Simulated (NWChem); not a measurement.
# NH$_{2}$SeF; SMILES [Se](N)F

```xyz
5

Se     0.3774     0.0164     0.0000
F     -0.5396    -1.5220     0.0000
N     -0.8877     1.2493     0.0000
H     -1.4274     1.3810     0.8503
H     -1.4274     1.3810    -0.8503
```
Atoms are numbered in this order, from 1.

Computed with NWChem. STO-3G and 3-21G are far too small for this property and stand as cheap habits. The geometry was optimised at PBE0/def2-SVP. B3LYP is NWChem's, with the RPA form of VWN correlation. Field at 589 nm.

For level B3LYP/def2-SVP:

```yaml
isotropic polarisability (bohr³): 27.6
```

Q: What are these values for level B3LYP/STO-3G?

A: 
| Item | Value |
|---|---|
| isotropic polarisability (bohr³) | 13.5 |
